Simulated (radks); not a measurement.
Question: Radial electron density D(r) = 4 pi r^2 rho(r) of an atom or ion with 53 electrons. Method: Dirac Kohn-Sham, PBE, spin-unpolarised, spherical densities, point nucleus; computed with a radial shooting solver on a logarithmic mesh with Libxc functionals.

r (bohr)   D(r) (e/bohr)
0.0009274          3.243
0.001217           5.081
0.001598           7.871
0.002097           12.01
0.002753           17.99
0.003613           26.25
0.004743           37.06
0.006225           50.12
0.008237           64.49
0.01081            76.66
0.01419            83.54
0.01863            82.92
0.02445            77.03
0.03209            74.09
0.04212            82.86
0.05529            100.4
0.07258            108.4
0.09526            95.29
0.125              81.35
0.1641             89.48
0.2154             92.86
0.2828             62.89
0.3712             38.18
0.4872             43.00
0.6446             39.53
0.8461             21.20
1.111              9.168
1.458              3.836
1.913             0.9695
2.511            0.09678
3.297           0.002746

What is the nuclear charge?

Answer: Z = 62. The innermost maximum, from 1s, lies near gamma/Z bohr with gamma = sqrt(1 - (Z/c)^2) = 0.892, here 0.0144 bohr (found: 0.0159), and its height grows with Z. The density is that of the samarium ion Sm9+ in [Kr] 4d10 4f4 5s2 5p1; the configuration itself is not fixed sharply by these data, and Z only to a few units. D(r) has 4 maxima, at r = 0.0159, 0.0703, 0.196, 0.541 bohr, and minima at 0.0306, 0.129, 0.393 bohr, inside which lie 2.01, 11.19, 29.27 electrons.
